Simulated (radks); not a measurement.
Mg11+, configuration 1s0.75 2s0.25 (fractional occupations, a model configuration). All-electron calculation, scalar-relativistic Kohn-Sham, LDA (Slater exchange, Perdew-Zunger correlation), spin-polarised, spherical densities, finite nucleus; open shells are filled with parallel spins first; Fermi nuclear charge, rms radius 3.057 fm. Program: a radial shooting solver on a logarithmic mesh with Libxc functionals. Some entries of the table are withheld. Estimate them.

| orbital | occ. | eigenvalue (hartree) | <r> (bohr) | <r^2> (bohr^2) |
|---|---|---|---|---|
| 1s up | 0.75 | -69.89096 | 0.1248 | 0.02080 |
| 2s up | 0.25 | -16.69061 | 0.5094 | 0.3028 |
| 2p up | 0 | -16.43787 | 0.4292 | 0.2215 |
| 3s up | 0 | -7.17869 | 1.157 | 1.522 |
| 3d up | 0 | (1) | 0.9095 | 0.9461 |

Answer. 
(1) 3d up eigenvalue (hartree): -7.07917
